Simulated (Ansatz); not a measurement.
Start from `CB(C)C=O` and change one atom or group to get `CB(C)[SiH2]F`.

Ansatz, PBE0-D4/def2-TZVP geometries, multiplicity 1. Each molecule was computed in one conformer, which needn't be the lowest.

```csv
property,`CB(C)C=O`
size of the dipole moment (ωB97M-V/def2-TZVPP) / D,2.85
HOMO energy (PBE0/def2-TZVPP) / eV,-6.76
zero-point energy (PBE0-D4/def2-TZVP) / kJ/mol,248.0
LUMO energy (PBE/def2-TZVPP) / eV,-2.12
HOMO–LUMO gap (ωB97M-V/def2-TZVPP) / eV,10.17
HOMO energy (ωB97M-V/def2-TZVPP) / eV,-9.15
```

(1) What does the change do to each property? (Best estimate.)

Results:

(1) Ansatz gave: 
```csv
property,`CB(C)[SiH2]F`,shift
size of the dipole moment (ωB97M-V/def2-TZVPP) / D,2.18,-0.67
HOMO energy (PBE0/def2-TZVPP) / eV,-7.66,-0.90
zero-point energy (PBE0-D4/def2-TZVP) / kJ/mol,252.7,4.7
LUMO energy (PBE/def2-TZVPP) / eV,-2.45,-0.33
HOMO–LUMO gap (ωB97M-V/def2-TZVPP) / eV,10.30,0.13
HOMO energy (ωB97M-V/def2-TZVPP) / eV,-9.82,-0.67
```

With PBE0 the HOMO falls by 0.90 eV and the LUMO falls by 0.46 eV, so the gap widens by about 0.44 eV. PBE moves the HOMO by -1.18 eV and ωB97M-V by -0.67 eV. The zero-point energy changes by 4.7 kJ/mol with +3 modes. Dipoles are sizes alone; their direction can turn.
